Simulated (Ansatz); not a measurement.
Basis sets compared for `CCC(CC(C)c1ccc(Cl)cc1)c1ccc(Cl)cc1`. Charge 0, multiplicity 1. Geometry r2SCAN-D4/def2-SVP. Ansatz on 2 threads of AMD EPYC 7R13 on a shared host and a share (18 GiB) of an NVIDIA H100 80GB HBM3; times are rough, and most runs start from earlier orbitals.

```xyz
40

C     3.540   -0.338    2.114
C     2.064    0.036    2.101
C     1.470    0.180    0.688
C     0.017    0.679    0.765
C    -0.699    0.844   -0.588
C     0.004    1.852   -1.503
C    -2.156    1.193   -0.362
C    -3.164    0.246   -0.607
C    -4.511    0.537   -0.380
C    -4.861    1.800    0.103
Cl   -6.539    2.179    0.391
C    -3.882    2.765    0.358
C    -2.542    2.454    0.124
C     1.584   -1.107   -0.104
C     2.408   -1.195   -1.235
C     2.519   -2.379   -1.971
C     1.793   -3.500   -1.566
Cl    1.917   -4.983   -2.472
C     0.966   -3.447   -0.439
C     0.870   -2.256    0.280
H     4.145    0.409    1.573
H     3.712   -1.314    1.633
H     3.928   -0.397    3.143
H     1.478   -0.719    2.659
H     1.912    0.991    2.637
H     2.072    0.943    0.159
H     0.005    1.647    1.301
H    -0.570   -0.016    1.392
H    -0.680   -0.139   -1.094
H     0.122    2.833   -1.012
H     1.008    1.498   -1.785
H    -0.569    2.005   -2.431
H    -2.888   -0.744   -0.986
H    -5.289   -0.207   -0.576
H    -4.173    3.748    0.737
H    -1.782    3.217    0.327
H     2.980   -0.317   -1.552
H     3.163   -2.436   -2.852
H     0.406   -4.335   -0.135
H     0.219   -2.224    1.161
```

Single mean-field runs in def2-TZVP are fitted with def2-universal-jkfit.

Binding counts from free atoms (C triplet, Cl doublet, H doublet) in the same basis, without a counterpoise term.

```
           level  functions  energy (Eh)  HOMO (eV)  LUMO (eV)  binding per atom (eV)  wall time
 PBE-D4/def2-SVP        388   -1616.3415      -5.72      -1.45                   4.93      2.9 s
PBE0-D4/def2-SVP        388   -1616.5083      -6.79      -0.60                   4.85      3.5 s
```

Q: Estimate the rows for PBE-D4/def2-TZVP (with forces), PBE0-D4/def2-TZVP.

A: 
| level | functions | energy (Eh) | HOMO (eV) | LUMO (eV) | binding per atom (eV) | wall time |
| --- | --- | --- | --- | --- | --- | --- |
| PBE-D4/def2-TZVP (with forces) | 752 | -1617.3967 | -5.83 | -1.61 | 4.87 | 6 s |
| PBE0-D4/def2-TZVP | 752 | -1617.5493 | -6.83 | -0.73 | 4.79 | 3.6 s |
